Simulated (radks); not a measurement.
Trend from Ni to Pt: ionisation energy by Delta-SCF between NIST ground configurations, and size. Method: Dirac Kohn-Sham, PBE, spin-unpolarised, spherical densities, finite nucleus; open shells fill j = l - 1/2 first; Fermi nuclear charge, rms radius of each element as measured or else 0.836 A^(1/3) + 0.57 fm; computed with a radial shooting solver on a logarithmic mesh with Libxc functionals.

species      configuration  configuration of the ion  IE (eV)  NIST (eV)  kind  outermost  <r> outermost (bohr)  r at 0.001 e/bohr^3 (bohr)
Ni            [Ar] 3d8 4s2                  [Ar] 3d9    6.421      7.640  exp.      4s1/2                  2.81                        4.31
Pd               [Kr] 4d10                  [Kr] 4d9    8.928      8.337  exp.      4d5/2                  1.61                        4.08
Pt       [Xe] 4f14 5d9 6s1             [Xe] 4f14 5d9    9.187      8.959  exp.      6s1/2                  2.94                        4.36

Reference values: NIST Atomic Spectra Database (exp. = measured, semi-emp. = semi-empirical, theory = theoretical value adopted there). Spin polarisation and multiplet splitting are left out, so open shells lie too high by an amount that depends on their filling.

Beside tabulated values, note that spin-unpolarised runs miss the spin-polarisation part of the exchange energy of open shells.
